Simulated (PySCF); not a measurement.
AsF: one state, many levels of theory

State: ³Σ⁻ (triplet), unpaired electrons π ↑↑. Set-up: PySCF, no relativity, basis sets As 6-31G(d,p), F 6-31G(d,p). De refers to As + F in their high-spin ground configurations, without counterpoise correction. The functionals are run spin-unrestricted. A positive dipole means As(−)F(+).

```
      Level  Re (Å)  ωe (cm⁻¹)  De (eV)  μ (D)
        UHF   1.732        746     1.99  -2.01
    UHF-MP2   1.756        713     3.75    n/a
UHF-SCS-MP2   1.759        706     3.62    n/a
   UHF-CCSD   1.757        710     3.44    n/a
UHF-CCSD(T)   1.762        701     3.54    n/a
        PBE   1.772        677     4.49  -1.41
     revPBE   1.780        666     4.22  -1.44
       TPSS   1.766        687     4.30  -1.43
     r²SCAN   1.754        703     4.15  -1.49
      M06-L   1.768        681     4.27  -1.69
       PBE0   1.749        714     4.02  -1.59
    LC-ωPBE   1.739        736     4.11  -1.57
```

(1) Which functional lies closest to UHF-CCSD(T) in De, which farthest, and by how much do they differ from it?

(2) What does a quarter of exact exchange do here, going from PBE to PBE0?

(3) What does the step from GGA to meta-GGA do here, going from PBE to r²SCAN?

Correlated steps freeze 10 core orbitals. Correlated levels converge slowly with the basis: in double zeta they bind strong bonds too weakly, by up to about 1 eV, and carry superposition errors of some tenths. Spin–orbit coupling is left out. The state is the lowest determinant that a PBE0 search found; another state may lie lower at other levels.

The whole job (state search and all levels along the bond) took about 1.5 min on 1 thread of Intel Xeon 6975P-C (shared host), peak memory 0.52 GiB.

Answers

(1) Closest is PBE0 (-1.3 pm in Re, +1.9 % in ωe, +0.48 eV in De against UHF-CCSD(T) in the same basis), farthest PBE (+1.0 pm in Re, -3.4 % in ωe, +0.95 eV in De). CCSD(T) converges more slowly with the basis than the functionals do and binds too weakly in this one, so the order can change at the basis-set limit.

(2) PBE0 less PBE: -2.3 pm in Re, +5.5 % in ωe, -0.47 eV in De. Exact exchange removes part of the self-interaction that spreads semilocal densities, and in most molecules shortens and stiffens the bond and lowers De; so it does here.

(3) r²SCAN less PBE: -1.8 pm in Re, +3.8 % in ωe, -0.34 eV in De.
